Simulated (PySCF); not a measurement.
C2H8BN3, SMILES NB1NCCN1.

Coordinates come from a B3LYP-D3(BJ)/def2-SVP optimisation. This is a generated structure with no PubChem entry under its InChIKey; it may be hypothetical. One conformer was computed; it need not be the lowest.

Two levels are set side by side: PBE/def2-TZVP (PySCF) and CAM-B3LYP/def2-TZVP (PySCF). Same geometry, gas phase. Differences are taken from unrounded values.

```csv
quantity,CAM-B3LYP,PBE,PBE minus CAM-B3LYP
orbital gap (eV),9.08,4.79,-4.29
highest occupied level (eV),-7.42,-4.64,2.78
lowest empty level (eV),1.67,0.15,-1.51
dipole moment (D),0.60,0.69,0.09
mean polarisability (bohr³),57.9,61.1,3.2
```

Without exact exchange PBE keeps part of each electron's self-repulsion, which lifts occupied levels and narrows the gap. PBE's more diffuse valence density responds more strongly to a field. Differences between two approximate levels are no errors against the true value.

Rough cost on one machine, each run with all the roots and properties that it gave: CAM-B3LYP against PBE within a factor of 2.
